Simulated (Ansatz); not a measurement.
`N[SiH2][GeH2][NH2]` → `[NH2][GeH]` + `N[SiH3]`  (germylene formation by 1,1-elimination)

Computed with Ansatz on PBE0-D4/def2-TZVP structures; ΔE is electronic, products minus reactants. CCSD(T)/CBS is the MP2 limit (def2-TZVPP, def2-QZVPP) plus CCSD(T) − MP2 in def2-TZVPP, frozen cores. This one scheme is used for every species. DFT in def2-TZVPP. B3LYP here is the variant with VWN-RPA as its local correlation; programs differ in this. For Ge outer-core shells are correlated without core-valence functions, which leaves a few kJ/mol of doubt a bond. Scalar relativity is left out up to krypton. Each species was taken in one conformer, which may not be the lowest.

```json
{"level": "PBE-D4", "ΔE (kJ/mol)": "89.7", "difference from CCSD(T)/CBS": "2.6"}
{"level": "r2SCAN-D4", "ΔE (kJ/mol)": "97.7", "difference from CCSD(T)/CBS": "10.6"}
{"level": "B3LYP-D4", "ΔE (kJ/mol)": "72.4", "difference from CCSD(T)/CBS": "-14.7"}
{"level": "ωB97X-V", "ΔE (kJ/mol)": "94.3", "difference from CCSD(T)/CBS": "7.2"}
{"level": "ωB97M-V", "ΔE (kJ/mol)": "79.0", "difference from CCSD(T)/CBS": "-8.1"}
{"level": "PBE", "ΔE (kJ/mol)": "80.4", "difference from CCSD(T)/CBS": "-6.7"}
{"level": "r2SCAN", "ΔE (kJ/mol)": "94.9", "difference from CCSD(T)/CBS": "7.8"}
{"level": "PBE0", "ΔE (kJ/mol)": "92.6", "difference from CCSD(T)/CBS": "5.5"}
{"level": "B3LYP", "ΔE (kJ/mol)": "57.6", "difference from CCSD(T)/CBS": "-29.5"}
{"level": "HF/def2-TZVPP", "ΔE (kJ/mol)": "63.4", "difference from CCSD(T)/CBS": "-23.7"}
{"level": "SCS-MP2/def2-TZVPP", "ΔE (kJ/mol)": "87.9", "difference from CCSD(T)/CBS": "0.8"}
{"level": "CCSD(T)/def2-TZVPP", "ΔE (kJ/mol)": "93.4", "difference from CCSD(T)/CBS": "6.3"}
{"level": "HF/def2-QZVPP", "ΔE (kJ/mol)": "61.6", "difference from CCSD(T)/CBS": "-25.5"}
{"level": "MP2/def2-QZVPP", "ΔE (kJ/mol)": "96.8", "difference from CCSD(T)/CBS": "9.7"}
{"level": "SCS-MP2/def2-QZVPP", "ΔE (kJ/mol)": "84.7", "difference from CCSD(T)/CBS": "-2.4"}
{"level": "HF/CBS(def2)", "ΔE (kJ/mol)": "61.4", "difference from CCSD(T)/CBS": "-25.7"}
{"level": "CCSD(T)/CBS", "ΔE (kJ/mol)": "87.1", "difference from CCSD(T)/CBS": "0"}
```

Largest T1 diagnostic among the species: 0.015.

From PBE to PBE0 (25 % exact exchange), in def2-TZVPP and without D4, ΔE moves by +12.3 kJ/mol. The D4 term adds +14.8 kJ/mol with B3LYP and +8.5 kJ/mol with PBE0; it sums over pairs of atoms, weighted by their polarisabilities, and B3LYP, whose exchange is more repulsive, gets the larger term.
